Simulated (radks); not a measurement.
Valence configurations of the tellurium ion Te2+ (all share [Kr]). All-electron calculation, Dirac Kohn-Sham, LDA (Slater exchange, Perdew-Wang correlation), spin-unpolarised, spherical densities, point nucleus; open shells are shared between the two j in proportion to 2j + 1. Program: a radial shooting solver on a logarithmic mesh with Libxc functionals. Energies are relative to 4d10 5s2 5p2; eigenvalues in eV.

valence	E (eV)	e(4d3/2)	e(4d5/2)	e(5p1/2)	e(5p3/2)	e(5s1/2)
4d10 5s2 5p2	0.000	-61.937	-60.453	-23.345	-22.241	-33.053
4d10 5s1 5p3	10.518	-63.269	-61.780	-24.005	-22.869	-33.840
4d8 5s2 5p4	86.974	-75.613	-73.997	-26.985	-25.607	-37.846
4d7 5s2 5p5	138.12	-82.432	-80.750	-28.709	-27.193	-40.105
4d10 5s1.5 5p2.5	5.241	-62.608	-61.121	-23.679	-22.559	-33.450
4d9 5p5	63.480	-71.267	-69.709	-26.407	-25.105	-
4d9 5s2 5p3	40.952	-68.784	-67.233	-25.204	-23.963	-35.502
4d8.5 5s2 5p3.5	63.325	-72.200	-70.617	-26.103	-24.793	-36.686
4d9 5s1 5p4	52.147	-70.041	-68.487	-25.817	-24.544	-36.233
4d9.5 5p4.5	41.709	-67.915	-66.389	-25.530	-24.295	-

NIST lists [Kr] 4d10 5s2 5p2 as the ground configuration; this level of theory agrees among the configurations tried. The energies are those of spherical spin-averaged densities, not of single terms.
